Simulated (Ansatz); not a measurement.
Ansatz (a first-principles code) input (B3LYP/LANL2DZ): The .json file is the Basis Set Exchange's LANL2DZ.

Ansatz 0.2 input:
```yaml
crystal:
  periodic: [false, false, false]
  atoms:
    - {symbol: Tl, position_ang: [-0.00000000, -0.00000000, -0.47480352]}
    - {symbol: Cl, position_ang: [0.00000000, 0.00000000, 2.26229912]}
basis:
  gaussian:
    orbitals: LANL2DZ.json
hamiltonian:
  xc: {name: B3LYP}
total_charge: -1
magnetization: {spin_polarized: true, initial_magnetization: 1}
output: {forces: true}
```

Question: What final total energy does it give?

Answer: -66.63722 Eh.
